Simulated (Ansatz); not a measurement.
Several settings on one geometry of In4N4H16, a cluster cut from zinc blende InN (hydrogen-capped) (that of the charge 0 singlet, r2SCAN-D4/def2-SVP). Ansatz on 2 threads of AMD EPYC 7R13 on a shared host and a share (18 GiB) of an NVIDIA H100 80GB HBM3; times are rough.

```tsv
atom	x (Å)	y (Å)	z (Å)
N1	-1.319	1.311	-1.088
N2	1.326	-1.314	-1.087
N3	-1.317	-1.324	1.090
N4	1.308	1.320	1.085
In5	-2.758	0.000	0.010
In6	0.007	-2.756	-0.003
In7	-0.004	2.761	-0.009
In8	2.759	0.012	0.001
H9	-1.912	1.897	-1.686
H10	-0.777	0.765	-1.764
H11	1.925	-1.908	-1.672
H12	0.790	-0.779	-1.777
H13	-1.912	-1.926	1.670
H14	-0.783	-0.793	1.783
H15	0.762	0.775	1.758
H16	1.893	1.911	1.687
H17	-3.493	-1.028	-1.168
H18	-3.468	1.033	1.199
H19	-1.019	-3.478	-1.190
H20	1.038	-3.479	1.180
H21	1.026	3.477	-1.196
H22	-1.036	3.490	1.170
H23	3.478	1.046	-1.182
H24	3.486	-1.013	1.187
```

Totals from different functionals, basis sets or treatments of relativity can't be compared as stabilities.

In the def2 sets In takes a core potential; there is no spin–orbit coupling. B3LYP takes the VWN-RPA correlation.

Scalar relativity in a set contracted without it gives distorted totals.

The spins typed aren't always the lowest for that charge.

Question: Give the basis size and estimate the energy, ⟨S²⟩ and time of these runs.

```csv
run,method,charge,state,further keys
1,RKS r2SCAN50/STO-3G,0,singlet,–
2,RKS SVWN5/def2-mTZVPP,0,singlet,nuclear_model: gaussian; pseudopotentials: {relativity: scalar}; scf: {omitted_lower_state_checks: [starts]}
3,UKS B3LYP-D3(BJ)/def2-mTZVP,1,doublet,scf: {omitted_lower_state_checks: [starts]}
4,RKS B97/def2-mTZVP,0,singlet,scf: {omitted_lower_state_checks: [starts]}; forces asked
```

Answer: 
```csv
run,functions,energy (Eh),⟨S²⟩,wall time
1,144,-22966.8943,–,2.8 s
2,320,-986.2902,–,2.9 s
3,268,-989.3035,0.76,5.5 s
4,268,-989.3051,–,5.5 s
```
